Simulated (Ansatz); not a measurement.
Reactions of BBrClH$_{3}$OSi (`[SiH3]OB(Cl)Br`).

Computed with Ansatz on PBE0-D4/def2-TZVP structures; ΔE is electronic, products minus reactants. CCSD(T)/CBS adds triple-zeta CCSD(T) − MP2 to the extrapolated MP2 energy (def2 sets, frozen cores). This one scheme is used for every species, atoms too. DFT in def2-TZVPP. Open shells (•) are unrestricted, without spin–orbit coupling. Spin–orbit coupling would lower the free atoms: a little for B, Cl, O, Si; clearly for Br. Elements past krypton have def2 core potentials. For Br, In outer-core shells are correlated without core-valence functions, so the limit isn't a true one: a few kJ/mol of doubt a bond, and 10 to 20 or more in all where bonds break to atoms. Scalar relativity is left out up to krypton. Each species was taken in one conformer, which may not be the lowest.

| reaction | revPBE-D4 (kJ/mol) | PBE-D4 (kJ/mol) |
| --- | --- | --- |
| `[SiH3]OB(Cl)Br` + H–F → `FB(Cl)O[SiH3]` + HBr | -54 | -58 |
| `[SiH3]OB(Cl)Br` + H₂O → `OB(Br)O[SiH3]` + HCl | -43 | -45 |
| `[SiH3]OB(Cl)Br` + `ClBCl` → `[SiH3]OB(Cl)Cl` + `ClBBr` | 1 | 2 |
| `[SiH3]OB(Cl)Br` + HCl → `ClB(Cl)Br` + `O[SiH3]` | 51 | 51 |
| `[SiH3]OB(Cl)Br` + H₂ → `[SiH3]OBCl` + HBr | 58 | 54 |
| `[SiH3]OB(Cl)Br` + `[OH][InH2]` → `OB(Cl)O[SiH3]` + `[Br][InH2]` | -151 | -155 |
| `[SiH3]OB(Cl)Br` + H₂ → `ClBBr` + `O[SiH3]` | 116 | 113 |
| `[SiH3]OB(Cl)Br` + HCl → `[SiH3]OB(Cl)Cl` + HBr | -9 | -9 |
| `[SiH3]OB(Cl)Br` + NH₃ → `NB(Cl)O[SiH3]` + HBr | -29 | -30 |
| `[SiH3]OB(Cl)Br` → B• + Br• + Cl• + 3 H• + O• + Si• | 2798 | 2871 |

Q: Give the CCSD(T)/CBS values in the same order. (Best estimate.)

A: The calculation gave: -57, -47, 2, 62, 50, -162, 114, -6, -30, 2846 kJ/mol.

Largest T1 diagnostic: 0.017, for `[OH][InH2]`.
